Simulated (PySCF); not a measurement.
## Titanium: a sound run and one with changed settings

Sound run: Ti⁺ [Ar] 3d2 4s1, Ti²⁺ [Ar] 3d2. Calculation: PySCF 2.14, in Sapporo-DKH3-DZP-2012; the spin-free X2C one-electron Hamiltonian (Gaussian nucleus). The sound run starts from symmetry-adapted Hartree-Fock orbitals and uses a fine grid where one is needed.

Changed run: radial step 0.3 in ln r (0.13 in the sound run). This setting is unsound on purpose.

| species | method | sound run (hartree) | changed run (hartree) | converged |
| --- | --- | --- | --- | --- |
| Ti⁺ | UHF | -852.52197 | -852.52197 | yes |
| Ti⁺ | BP86 | -853.55833 | -853.55944 | yes |
| Ti⁺ | M06-L | -853.37650 | -853.41866 | yes |
| Ti²⁺ | UHF | -852.04661 | -852.04661 | yes |
| Ti²⁺ | BP86 | -853.04382 | -853.04497 | yes |
| Ti²⁺ | M06-L | -852.90219 | -852.94365 | yes |

Ionisation energy of Ti⁺:

```tsv
method	sound run (eV)	changed run (eV)
UHF	12.935	12.935
BP86	14.000	13.999
M06-L	12.907	12.926
```

A coarse radial grid mis-integrates the density and the exchange-correlation energy, with errors of either sign; Hartree-Fock needs no grid.

For comparison, NIST gives 13.575 eV between the lowest levels.
